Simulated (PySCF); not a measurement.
C₂F₆, charge +1, doublet, at a GFN2-xTB geometry (a state made from the parent by changing its charge; the spin is typed, not shown lowest); DF-B3LYP/def2-SVP run with PySCF.

Here is a job for PySCF.
```python
from pyscf import gto, scf, dft

mol = gto.Mole()
mol.atom = '''
    F     1.39849784   -0.28302422   -1.03038222
    C     0.92116373   -0.07372652    0.14678706
    F     1.23684521    1.06373535    0.66050545
    F     1.01932272   -1.07321699    0.95224625
    C    -0.92116373    0.07372652   -0.14678706
    F    -1.01932272    1.07321699   -0.95224625
    F    -1.23684521   -1.06373535   -0.66050545
    F    -1.39849784    0.28302422    1.03038222
'''
mol.basis = 'def2-svp'
mol.charge = 1
mol.spin = 1
mol.verbose = 4
mol.build()

mf = dft.UKS(mol)
mf.xc = 'b3lyp'
mf = mf.density_fit(auxbasis='def2-universal-jkfit')
mf.kernel()
```

What the program printed (banner, timings and long lists left out):

```
PySCF version 2.14.0

[INPUT] verbose = 4
[INPUT] num. atoms = 8
[INPUT] num. electrons = 65
[INPUT] charge = 1
[INPUT] spin (= nelec alpha-beta = 2S) = 1
[INPUT] symmetry False subgroup None
[INPUT] Mole.unit = angstrom
[INPUT] Symbol           X                Y                Z      unit          X                Y                Z       unit  Magmom
[INPUT]  1 F      1.398497840000  -0.283024220000  -1.030382220000 AA    2.642777903396  -0.534838262419  -1.947140199421 Bohr   0.0
[INPUT]  2 C      0.921163730000  -0.073726520000   0.146787060000 AA    1.740747165583  -0.139322930917   0.277387342030 Bohr   0.0
[INPUT]  3 F      1.236845210000   1.063735350000   0.660505450000 AA    2.337298705380   2.010168480518   1.248174404283 Bohr   0.0
[INPUT]  4 F      1.019322720000  -1.073216990000   0.952246250000 AA    1.926240773347  -2.028086183330   1.799484615644 Bohr   0.0
[INPUT]  5 C     -0.921163730000   0.073726520000  -0.146787060000 AA   -1.740747165583   0.139322930917  -0.277387342030 Bohr   0.0
[INPUT]  6 F     -1.019322720000   1.073216990000  -0.952246250000 AA   -1.926240773347   2.028086183330  -1.799484615644 Bohr   0.0
[INPUT]  7 F     -1.236845210000  -1.063735350000  -0.660505450000 AA   -2.337298705380  -2.010168480518  -1.248174404283 Bohr   0.0
[INPUT]  8 F     -1.398497840000   0.283024220000   1.030382220000 AA   -2.642777903396   0.534838262419   1.947140199421 Bohr   0.0

nuclear repulsion = 459.633586001392
number of shells = 48
number of NR pGTOs = 192
number of NR cGTOs = 112
basis = def2-svp
ecp = {}

******** <class 'pyscf.df.df_jk.DFUKS'> ********
method = DFUKS
initial guess = minao
damping factor = 0
level_shift factor = 0
DIIS = <class 'pyscf.scf.diis.CDIIS'>
diis_start_cycle = 1
diis_space = 8
diis_damp = 0
SCF conv_tol = 1e-09
SCF conv_tol_grad = None
SCF max_cycles = 50
direct_scf = False
number electrons alpha = 33  beta = 32
XC library pyscf.dft.libxc version 7.1.2
    S. Lehtola, C. Steigemann, M. J. T. Oliveira, and M. A. L. Marques,  SoftwareX 7, 1–5 (2018)
XC functionals = b3lyp
    P. J. Stephens, F. J. Devlin, C. F. Chabalowski, and M. J. Frisch,  J. Phys. Chem. 98, 11623 (1994)
radial grids:
    Treutler-Ahlrichs [JCP 102, 346 (1995); DOI:10.1063/1.469408] (M4) radial grids

becke partition: Becke, JCP 88, 2547 (1988); DOI:10.1063/1.454033
pruning grids: <function nwchem_prune>
grids dens level: 3
symmetrized grids: False
atomic radii adjust function: <function treutler_atomic_radii_adjust>
small_rho_cutoff = 0
Set gradient conv threshold to 3.16228e-05
tot grids = 113808
******** <class 'pyscf.df.df.DF'> ********
auxbasis = def2-universal-jkfit
init E= -676.090764547373

cycle= 1 E= -673.933835254737  delta_E= 2.16  |g|= 0.993  |ddm|= 2.25
cycle= 2 E= -673.13621759228  delta_E= 0.798  |g|=  1.9  |ddm|= 1.79
cycle= 3 E= -674.298445822702  delta_E= -1.16  |g|= 0.0551  |ddm|= 1.16
cycle= 4 E= -674.299283209509  delta_E= -0.000837  |g|= 0.0234  |ddm|= 0.0484
cycle= 5 E= -674.299448822467  delta_E= -0.000166  |g|= 0.00272  |ddm|= 0.0161
cycle= 6 E= -674.299452832219  delta_E= -4.01e-06  |g|= 0.000607  |ddm|= 0.00292
cycle= 7 E= -674.299453282306  delta_E= -4.5e-07  |g|= 0.000158  |ddm|= 0.00117
cycle= 8 E= -674.299453295963  delta_E= -1.37e-08  |g|= 4.48e-05  |ddm|= 0.000184
cycle= 9 E= -674.299453296662  delta_E= -6.99e-10  |g|= 3.77e-05  |ddm|= 6.25e-05
cycle= 10 E= -674.299453297125  delta_E= -4.63e-10  |g|= 6.39e-06  |ddm|= 2.67e-05
Extra cycle  E= -674.299453297115  delta_E= 1e-11  |g|= 9.83e-06  |ddm|= 1.04e-05
converged SCF energy = -674.299453297115  <S^2> = 0.75132324  2S+1 = 2.0013228
```
